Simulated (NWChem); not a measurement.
C2H2BCl; SMILES C#CBCl

Results from NWChem. Pople sets run with spherical d functions. Geometry: optimised at PBE0/def2-SVP. Core excitations by TDA in a window of 1s orbitals, non-relativistic and unshifted: absolute energies depend strongly on the exact-exchange share.

**Question.** What does the run give for Cl K edge, PBE0/6-311G**? Quantities: first 1s excitation (eV); dipole oscillator strength of the first.

**Answer.** 
- first 1s excitation (eV) = 2764.2
- dipole oscillator strength of the first = 0.0015
